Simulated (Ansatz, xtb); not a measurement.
## Two isomers of C4H8OSe

We compare X, `CC(=O)CC[SeH]`, a singlet, with Y, `CC[C@H]([SeH])C=O`, a singlet. Both are isolated molecules in the gas phase, relaxed with r2SCAN-D4/def2-SVP, each in the lowest conformer that the search found.

Quicker runs give these differences E(Y) − E(X): GFN2-xTB +8.5 kcal/mol; HF/STO-3G +6.9 kcal/mol (at GFN2-xTB geometries); r2SCAN-D4/def2-SVP//GFN2-xTB +5.1 kcal/mol.

Estimate E(Y) − E(X) at the level CCSD(T)/def2-SVP + ΔMP2/def2-TZVPP.

Calculated at CCSD(T)/def2-SVP + ΔMP2/def2-TZVPP: E(Y) − E(X) = +5.2 kcal/mol, so structure X lies lower.

The same difference at several levels:

```json
{"level": "GFN2-xTB", "geometry": "GFN2-xTB", "E(Y) − E(X) (kcal/mol)": "+8.5", "departure from the last row (kcal/mol)": "+3.3", "job, with rough time for the two": "optimisation, 0.4 s"}
{"level": "HF/STO-3G", "geometry": "GFN2-xTB", "E(Y) − E(X) (kcal/mol)": "+6.9", "departure from the last row (kcal/mol)": "+1.7", "job, with rough time for the two": "single point, 0.44 s"}
{"level": "r2SCAN-D4/def2-SVP//GFN2-xTB", "geometry": "GFN2-xTB", "E(Y) − E(X) (kcal/mol)": "+5.1", "departure from the last row (kcal/mol)": "−0.1", "job, with rough time for the two": "single point, 3.8 s"}
{"level": "r2SCAN-D4/def2-SVP", "geometry": "r2SCAN-D4/def2-SVP", "E(Y) − E(X) (kcal/mol)": "+5.8", "departure from the last row (kcal/mol)": "+0.6", "job, with rough time for the two": "optimisation, 53 s"}
{"level": "HF/def2-SVP", "geometry": "r2SCAN-D4/def2-SVP", "E(Y) − E(X) (kcal/mol)": "+7.4", "departure from the last row (kcal/mol)": "+2.2", "job, with rough time for the two": "part of the CCSD(T) run"}
{"level": "MP2/def2-SVP", "geometry": "r2SCAN-D4/def2-SVP", "E(Y) − E(X) (kcal/mol)": "+4.4", "departure from the last row (kcal/mol)": "−0.8", "job, with rough time for the two": "part of the CCSD(T) run"}
{"level": "CCSD(T)/def2-SVP", "geometry": "r2SCAN-D4/def2-SVP", "E(Y) − E(X) (kcal/mol)": "+4.7", "departure from the last row (kcal/mol)": "−0.5", "job, with rough time for the two": "single point"}
{"level": "CCSD(T)/def2-SVP + ΔMP2/def2-TZVPP", "geometry": "r2SCAN-D4/def2-SVP", "E(Y) − E(X) (kcal/mol)": "+5.2", "departure from the last row (kcal/mol)": "", "job, with rough time for the two": "single point, 78 s"}
```

As drawn, both hold the same kinds of bond in the same numbers.

The levels shown agree on the order. The largest departure from CCSD(T)/def2-SVP + ΔMP2/def2-TZVPP is that of GFN2-xTB, 3.3 kcal/mol. The last row adds to CCSD(T) the change of the MP2 difference between the two basis sets, here +0.5 kcal/mol.

With thermal terms from frequencies at re-optimised GFN2-xTB minima (ideal gas, soft modes damped towards free rotors, one conformer each, 298.15 K, 1 atm): on the last row, ΔE + ΔZPE = +5.1, ΔH = +5.2, ΔG = +5.0 kcal/mol.

The correlated steps freeze 14 core orbitals; the filled d shell of Se is correlated, in a basis made for valence electrons. Mirror images aren't counted in ΔG. Programs: Ansatz 0.2.0, xtb 6.7.1; the last row on 4 threads of Arm Neoverse V1 on a shared host.
